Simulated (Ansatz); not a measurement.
Relaxation of C$_{2}$H$_{6}$Zn (9 atoms, charge 0, multiplicity 1), to a largest force component of 0.02 eV/Å in at most 40 steps.

The calculation used RKS PBE/def2-SVP (Ansatz 0.2.0).

```xyz
9
Properties=species:S:1:pos:R:3:forces:R:3
Zn 0.000 0.000 0.000 0.00 0.00 0.00
C 0.000 0.000 1.980 0.00 0.00 -0.64
H -1.000 -0.309 2.350 0.08 0.02 0.11
H 0.768 -0.711 2.350 -0.06 0.06 0.11
H 0.232 1.020 2.350 -0.02 -0.08 0.11
C 0.000 0.000 -1.980 0.00 0.00 0.64
H 0.280 -1.008 -2.350 -0.02 0.08 -0.11
H -1.013 0.262 -2.350 0.08 -0.02 -0.11
H 0.733 0.747 -2.350 -0.06 -0.06 -0.11
```

**Question.** Where does it end, and by what steps?

**Answer.** The run converged. The force dipped under the threshold on the way, but the program's further checks kept it going. After 5 steps the energy has fallen by 0.025 eV; C2 moved furthest, 0.03 Å.

| step | energy less start (eV) | largest force component (eV/Å) | accepted |
| --- | --- | --- | --- |
| 0 | 0.0000 | 0.638 | yes |
| 1 | -0.0203 | 0.318 | yes |
| 2 | -0.0247 | 0.046 | yes |
| 3 | -0.0253 | 0.003 | yes |
| 4 | -0.0248 | 0.021 | no |
| 5 | -0.0253 | 0.003 | yes |

```xyz
9
Properties=species:S:1:pos:R:3
Zn 0.000 0.000 0.000
C 0.000 0.000 1.948
H -0.988 -0.302 2.355
H 0.756 -0.705 2.355
H 0.232 1.007 2.355
C 0.000 0.000 -1.948
H 0.280 -0.995 -2.355
H -1.001 0.255 -2.355
H 0.721 0.740 -2.355
```

Time of the run: 16 s on 1 thread of Arm Neoverse V1 (shared host), peak memory 0.12 GiB.
